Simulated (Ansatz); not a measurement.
Isolated molecules relaxed with PBE0-D4/def2-TZVP in Ansatz; ΔE leaves out vibrations. CBS: MP2 limit from def2 TZ/QZ plus the TZ coupled-cluster correction, frozen cores. This one scheme is used for every species. Functionals use def2-TZVPP. Each species was taken in one conformer, which may not be the lowest.

Reaction (substitution at a C–O bond): `OC[NH][AlH2]` + H₂S → `[AlH2][NH]CS` + H₂O

`OC[NH][AlH2]`:

```xyz
10

O     0.262   -1.163   -1.726
C     0.779   -0.295   -0.745
N     0.072   -0.357    0.500
Al   -0.814    0.945    1.319
H    -0.673   -0.960   -1.828
H     1.824   -0.600   -0.634
H     0.766    0.747   -1.094
H     0.144   -1.275    0.918
H    -1.473    0.619    2.719
H    -0.887    2.339    0.572
```

H₂S:

Z-matrix (Å, degrees):
```
S
H 1 1.341
H 1 1.341 2 92.3
```

`[AlH2][NH]CS`:

Z-matrix (Å, degrees):
```
C
N 1 1.428
S 1 1.836 2 116.2
H 1 1.092 2 112.3 3 -123.9
H 1 1.092 2 110.0 3 116.7
Al 2 1.777 1 127.4 3 -98.9
H 2 1.010 1 112.1 3 74.0
H 3 1.343 1 96.5 2 -71.2
H 6 1.582 2 116.7 1 -6.1
H 6 1.581 2 117.4 1 175.9
```

H₂O:

Z-matrix (Å, degrees):
```
O
H 1 0.960
H 1 0.960 2 105.1
```

(1) Is it downhill or uphill in electronic energy at CCSD(T)/CBS, and by how much? (An estimate is asked.)

(2) What do these levels give: PBE0-D4, BHLYP-D4, CAM-B3LYP-D4, PBE0, CCSD(T)/def2-SVP, MP2/def2-TZVPP? (Best estimate.)

Largest T1 diagnostic among the species: 0.012.

Answers

(1) Computed: Downhill: ΔE = -4.3 kcal/mol.

(2) Ansatz gave: PBE0-D4 -3.6, BHLYP-D4 -2.4, CAM-B3LYP-D4 -1.7, PBE0 -2.9, CCSD(T)/def2-SVP 1.3, MP2/def2-TZVPP -4.5 kcal/mol.

Leaving LDA and LC-ωPBE aside and taking each functional with its dispersion term where it has one, the values, not all of them listed here, spread over 3.0 kcal/mol, from revPBE-D4 to CAM-B3LYP-D4. LDA lies +0.8 kcal/mol from PBE without D4. At CCSD(T), def2-SVP lies +5.6 kcal/mol from the extrapolated value and def2-TZVPP +1.6 kcal/mol.
